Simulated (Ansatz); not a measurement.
The cluster Te4As⁺. Total charge 1; triplet. Geometry PBE-D4/def2-SVP; atoms count from 1.

```xyz
5

As   -1.2234    0.4005    1.0423
Te    0.0899    2.1338   -0.6614
Te   -1.7216   -1.6960   -0.4499
Te    0.5753   -1.5185    1.0434
Te    2.2798    0.6802   -0.9745
```

In the def2 sets Te takes a core potential; there is no spin–orbit coupling. At PBE0-D4/def2-TZVP a singlet of charge 1 lies 0.37 eV below the triplet, each at its own geometry. The structure comes from a short search, and lower isomers may exist.

(1) Estimate the Mulliken populations from the PBE0/def2-TZVP orbitals of Ansatz.

(2) Where does the spin sit?

(3) And the Mayer bond orders between bonded heavy atoms (over 0.3)?

Results:

(1) 
```csv
atom,charge (e),spin (α − β)
As1,0.18,0.01
Te2,0.19,0.30
Te3,0.22,0.28
Te4,0.23,0.35
Te5,0.19,1.06
```
Mulliken values and Mayer orders depend strongly on the basis.

(2) Summed by element: As 0.01, Te 1.99, of 2 unpaired in all. Largest on single atoms: Te5 1.06, Te4 0.35, Te2 0.30.

(3) As1–Te2 0.91 (2.76 Å); As1–Te3 1.10 (2.62 Å); As1–Te4 1.05 (2.63 Å); Te2–Te5 1.59 (2.65 Å); Te3–Te4 1.18 (2.75 Å). Values over 0.3 also appear between atoms too far apart for a bond (Te4–Te5 0.40 at 3.44 Å); they arise where an orbital or an unpaired electron spreads over both atoms.
